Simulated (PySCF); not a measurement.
An unknown is described by computed data only.

Formula: C5H9BO2.

* Dipole: 3.06 D [B3LYP/def2-SVPD]
* 1H NMR: chemical shifts (computed TMS as zero) by class: 6.19 (1 H), 5.38 (1 H), 5.29 (1 H), 4.16 (1 H), 4.12 (1 H), 4.06 (1 H), 3.89 (1 H), 2.12 (1 H), 1.46 (1 H) ppm [GIAO B3LYP/pcSseg-1]
* 13C NMR: chemical shifts (computed TMS as zero) by class: 149.9 (1 C), 123.3 (1 C), 75.7 (1 C), 60.3 (1 C), 37.0 (1 C) ppm [GIAO B3LYP/pcSseg-1]
* Valence photoelectron: vertical ionisation energy: 9.74 eV [ΔSCF B3LYP/def2-SVPD]
* Rotational structure: rotational constants A, B, C: 3.926, 1.597, 1.372 GHz [PBE0-D3(BJ)/def2-SVP]
* UV, first state: lowest singlet excitation: 6.74 eV (184 nm, f = 0.099) [TDDFT B3LYP/def2-SVPD]
* Triplet: lowest triplet excitation (Tamm–Dancoff): 4.42 eV [TDA B3LYP/def2-SVPD]

The electronic properties come from PySCF, for the isolated species, density fitting. Levels stand in brackets. Isolated species at its PBE0-D3(BJ)/def2-SVP geometry (one conformer only). NMR values are class means; diastereotopic atoms form classes of their own.

Task: What is the compound? Reason from the data.

Result: Numbering: `[CH2:1]=[CH:2][C@H:3]1[CH2:4][CH2:5][O:6][BH:7][O:8]1`. 5 carbons fall into 5 classes; from least to most shielded: alkene CH carbon [C2] (149.9 ppm), terminal =CH2 carbon [C1] (123.3 ppm), ring sp3 carbon bound to oxygen [C3] (75.7 ppm), ring sp3 carbon bound to oxygen [C5] (60.3 ppm), ring CH2 carbon [C4] (37.0 ppm). Hydrogen classes from least to most shielded: 1 H on an alkene CH carbon, C2 (6.19 ppm), 1 H on a terminal =CH2 carbon, C1 (5.38 ppm), 1 H on a terminal =CH2 carbon, C1 (5.29 ppm), 1 H on an sp3 carbon bound to oxygen, C3 (4.16 ppm), 1 H on an sp3 carbon bound to oxygen, C5 (4.12 ppm), 1 H on a three-coordinate boron, B7 (4.06 ppm), 1 H on an sp3 carbon bound to oxygen, C5 (3.89 ppm), 1 H on a ring CH2 carbon, C4 (2.12 ppm), 1 H on a ring CH2 carbon, C4 (1.46 ppm). The first electron is taken from the HOMO, whose largest Löwdin shares are 0.33 on the terminal =CH2 carbon, 0.30 on the alkene CH carbon, 0.09 on a boron-bound oxygen and 0.05 on an sp3 carbon bound to oxygen. The optimised geometry has point group C1 and is an asymmetric top. Structure: `C=C[C@H]1CCOBO1`. Computed isomers that give other values at the same levels: `C#C[C@@H](CC)B(O)O` (13C chemical shifts (computed TMS as zero) by class: 92.4 (1 C), 72.4 (1 C), 30.2 (1 C), 21.1 (1 C), 15.7 (1 C) ppm); `C#CB(O)OCCC` (13C chemical shifts (computed TMS as zero) by class: 94.8 (1 C), 84.2 (1 C), 71.6 (1 C), 30.2 (1 C), 11.2 (1 C) ppm); `CB(C)[C@H]1COC1=O` (rotational constant A: 2.988 GHz; this holds for the one conformer computed). The assignments are read from this structure; whether some other isomer fits the data as well wasn't checked. The mirror image fits equally.
